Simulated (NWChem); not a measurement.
## Correlation energy of borohydride (H4B (-1))

```
B
H 1 1.2587
H 1 1.2587 2 109.47
H 1 1.2587 2 109.47 3 -120.00
H 1 1.2587 2 109.47 4 -120.00
```
Charge -1, spin multiplicity 1.

Everything below was run with NWChem. Structure: optimised with PBE/def2-SVP, a minimum by its harmonic frequencies.

Basis set: aug-cc-pVTZ. Each correlation energy counts from its own Hartree-Fock reference.

| method | correlation energy (mHa) | difference from CCSD(T) |
|---|---|---|
| CCSD(T) | -198.7 | 0.0 |
| CR-CCSD(T) | -197.9 | +0.8 |
| CCSD+T(CCSD) | -198.9 | -0.2 |
| CR-CCSD[T] | -198.1 | +0.6 |
| MP2 | -168.6 | +30.2 |
| CCSD | -192.8 | +5.9 |
| SCS-MP2 | -181.2 | +17.5 |

The values span 30.4 mHa, from CCSD+T(CCSD) (lowest) to MP2 (highest). 

The correlated methods keep 1 core orbital frozen. The anion's geometry comes from a basis without diffuse functions. No row is a measurement; the coupled-cluster row has its own basis-set and correlation limits.
